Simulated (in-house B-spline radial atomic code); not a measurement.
# Binding energies in Er15+

NIST's tabulated ground configuration is [Kr] 4d10 4f7; each binding energy is the energy of the ion with one electron taken from that subshell, relaxed, less that of the parent. Computed with an all-electron radial atomic-structure program (B-spline basis): Dirac-Hartree-Fock, average of configuration, Fermi nucleus of rms radius 5.2516 fm. Energies include first-order Breit, QED and recoil terms.

```tsv
subshell	X-ray name	binding energy (eV)	-ε (eV)	relaxation (eV)
1s	K	57830.5	58166.1	72.1
2p1/2	L2	9610.6	9683.7	42.4
2p3/2	L3	8704.2	8764.6	39.9
3s	M1	2569.2	2592.2	16.8
3p1/2	M2	2354.3	2377.6	17.6
3p3/2	M3	2161	2181.0	16.5
3d3/2	M4	1798.3	1819.2	18.7
3d5/2	M5	1757.1	1776.8	18.3
4s	N1	788.2	793.7	4.0
4p1/2	N2	700.6	705.8	3.9
4p3/2	N3	655.2	659.4	3.4
4d3/2	N4	509	512.6	3.3
4d5/2	N5	500.5	503.8	3.1
4f	N6,7	325.9	328.5	2.8
```

Relaxation = -ε minus the binding energy without Breit, QED and recoil terms.

Emission lines follow as differences of binding energies, with λ = 12398.42 eV·Å / E:

```json
{"line": "K-L3", "holes": "1s → 2p3/2", "energy (eV)": "49126.3", "wavelength (Å)": "0.25238"}
{"line": "K-L2", "holes": "1s → 2p1/2", "energy (eV)": "48219.9", "wavelength (Å)": "0.25712"}
{"line": "K-M3", "holes": "1s → 3p3/2", "energy (eV)": "55669.5", "wavelength (Å)": "0.22271"}
{"line": "L3-M5", "holes": "2p3/2 → 3d5/2", "energy (eV)": "6947.1", "wavelength (Å)": "1.7847"}
{"line": "L2-M4", "holes": "2p1/2 → 3d3/2", "energy (eV)": "7812.3", "wavelength (Å)": "1.587"}
{"line": "L3-M1", "holes": "2p3/2 → 3s", "energy (eV)": "6135.0", "wavelength (Å)": "2.0209"}
{"line": "L2-N4", "holes": "2p1/2 → 4d3/2", "energy (eV)": "9101.6", "wavelength (Å)": "1.3622"}
```

(1) What screening constant σ does Moseley's law, E = (3/4)·13.6057 eV·(Z - σ)², need for K-L3?

Moseley's non-relativistic formula needs a falling, then negative, screening constant for heavy elements, because relativity binds the 1s electron more strongly than the formula allows.

(2) What does it cost to remove both a 3s and a 3d3/2 electron?

(3) What does it cost to remove both a 3s and a 4d5/2 electron?

(4) What does it cost to remove two 1s electrons?

## Answers

(1) σ = -1.39.

(2) 4442.5 eV, which is 74.95 eV more than the two single binding energies together.

(3) 3112.5 eV, which is 42.78 eV more than the two single binding energies together.

(4) 116900 eV, which is 1243 eV more than the two single binding energies together.
